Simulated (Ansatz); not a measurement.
`C[SiH](N)[GeH3]`. Charge 0, multiplicity 1.

```
atom   x (Å)   y (Å)   z (Å)
  C1  -1.376   1.154   0.273
 Si2   0.266   0.490  -0.315
  N3   1.506   0.987   0.780
 Ge4   0.084  -1.882  -0.588
  H5  -1.340   2.243   0.355
  H6  -2.175   0.883  -0.422
  H7  -1.636   0.745   1.253
  H8   0.634   1.064  -1.640
  H9   2.465   0.951   0.474
 H10   1.441   0.723   1.751
 H11   1.404  -2.503  -1.087
 H12  -0.253  -2.569   0.754
 H13  -1.019  -2.286  -1.588
```

Question: What are the harmonic wavenumbers in cm⁻¹ at PBE0-D4/def2-TZVP (Ansatz, finite differences of forces, unscaled)? (Estimate.)

Answer: Ansatz gave: 85, 127, 139, 157, 178, 250, 343, 425, 431, 459, 634, 697, 732, 785, 814, 862, 878, 884, 894, 919, 1274, 1446, 1449, 1585, 2116, 2123, 2128, 2200, 3048, 3131, 3140, 3592, 3683.

Question: Is this a minimum?

Answer: Yes, all 33 modes are real.

Question: Give the ideal-gas thermochemistry at 298.15 K and 1 bar (rigid rotor, harmonic oscillator; point group C1, symmetry number 1).

Answer: Zero-point energy 248.9 kJ/mol; H(298) − E = 274.1 kJ/mol; entropy 378.2 J/(mol·K), of which translation 170.1, rotation 115.4, vibration 92.8; G(298) − E = 161.4 kJ/mol. Modes under 100 cm⁻¹ are hindered rotations or soft bends, so the harmonic entropy is rough.

Question: Rotational constants (cm⁻¹)?

Answer: 0.1796, 0.05799, 0.04798.
